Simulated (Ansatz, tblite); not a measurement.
Isomers of Ga2Se3 (singlet), found by a short tight-binding search and relaxed with r2SCAN-D4/def2-SVP in Ansatz.

The xTB rows come from tblite. HSE06 is defined as in plane-wave codes, on full-range PBE exchange. Correlated methods freeze 45 core orbitals; core or outer-core shells of Ga, Se are correlated, in sets that lack core-valence functions.

Run but left out: HF/def2-SVP (A: restricted singlet, unstable towards broken spin symmetry).

A: At CCSD(T)/def2-SVP the restricted singlet (for correlated methods, its reference) is unstable: a solution with broken spin symmetry lies lower.

Other spin states were run for one of them alone.

A:

Cartesian coordinates in Å:
```
Ga 0.0289 0.2223 0.9201
Ga -0.4316 -1.5567 -1.3552
Se 0.3377 0.8608 -1.4349
Se 0.7181 2.3659 0.6728
Se -0.6532 -1.8922 1.1971
```

B:

```xyz
5

Ga   -1.656   -1.359   -0.086
Ga    1.907    0.559    0.804
Se   -0.769    0.777    1.399
Se    0.845   -1.028   -1.175
Se   -0.326    1.051   -0.942
```

C:

```xyz
5

Ga    1.440    0.213    0.779
Ga   -1.521    0.271   -0.581
Se    3.060   -1.167    0.866
Se   -2.685   -1.055   -1.775
Se   -0.293    1.738    0.711
```

Estimate which lies lowest at each level, and how far above it the others are (kcal/mol).


```tsv
level	A	B	C
GFN1-xTB	10.2	24.8	0.0
GFN2-xTB	14.0	0.0	11.0
PBE-D4/def2-TZVP	0.0	10.6	6.3
r2SCAN-D4/def2-TZVP	0.0	18.1	1.0
PBE0-D4/def2-TZVP	0.0	12.5	3.0
HSE06-D4/def2-TZVP	0.0	12.8	3.2
ωB97X-V/def2-TZVP	2.8	14.3	0.0
MP2/def2-SVP	9.4	30.7	0.0
CCSD/def2-SVP	8.7	25.2	0.0
CCSD(T)/def2-SVP	7.2	25.2	0.0
```
Point groups (tolerance 0.1 Å): A Cs, B C2v, C C2v. Lower isomers may exist.
